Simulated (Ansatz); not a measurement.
`[OH][Y]([Cl])[Cl]` + `[F][Ge][Br]` → `[F][Y]([Cl])[Cl]` + `[OH][Ge][Br]` at 600 K and 1 bar (redistribution).

Computed with Ansatz on PBE0-D4/def2-TZVP structures; ΔE is electronic, products minus reactants. CBS: MP2 limit from def2 TZ/QZ plus the TZ coupled-cluster correction, frozen cores. def2 core potentials past Kr. For Br, Ge, Y outer-core shells are correlated without core-valence functions, which leaves a few kJ/mol of doubt a bond. Scalar relativity is left out up to krypton. Each species was taken in one conformer, which may not be the lowest.

| species | CCSD(T)/CBS energy (Eh) | H − E (kJ/mol) | S (J/(mol·K)) |
| --- | --- | --- | --- |
| `[OH][Y]([Cl])[Cl]` | -1033.83051 | 86.0 | 423.6 |
| `[F][Ge][Br]` | -4749.29775 | 36.2 | 338.9 |
| `[F][Y]([Cl])[Cl]` | -1057.86408 | 51.4 | 404.5 |
| `[OH][Ge][Br]` | -4725.27533 | 71.4 | 350.0 |

H − E and S are ideal-gas, rigid-rotor, harmonic terms from PBE0-D4/def2-TZVP, for one conformer and one mirror image of each species. 1 Eh = 2625.50 kJ/mol, R = 8.31446 J/(mol·K).

Question: By hand: ΔE, ΔH, ΔS and ΔG.

Answer: ΔE = (-1057.86408) + (-4725.27533) − (-1033.83051) − (-4749.29775) = -0.01115 Eh = -29.3 kJ/mol. Δ(H − E) = 51.4 + 71.4 − 86.0 − 36.2 = 0.6, so ΔH = -28.7 kJ/mol. ΔS = 404.5 + 350.0 − 423.6 − 338.9 = -8.0 J/(mol·K). ΔG = -28.7 − 600 × (-8.0)/1000 = -23.9 kJ/mol.

Question: By hand: the equilibrium constant, and the temperature at which ΔG would vanish if ΔH and ΔS stayed fixed.

Answer: log₁₀ K = −ΔG/(RT ln 10) = 2.1. ΔG = 0 at ΔH/ΔS = 3588 K, far beyond where these terms or the molecules hold.

The number of gas molecules stays the same, so ΔS is small and ΔH decides. A doubt of 5 kJ/mol in ΔE shifts log₁₀ K by 0.4 here. Other conformers and mirror images would add mixing entropy, several J/(mol·K) or more a flexible species. Modes under 60 cm⁻¹, often nearly free rotors, make the harmonic entropy too high. These are equilibria of isolated gas molecules and say nothing of rates. Largest T1 diagnostic: 0.013 (customary marks: 0.02 for closed shells, 0.045 for open ones).
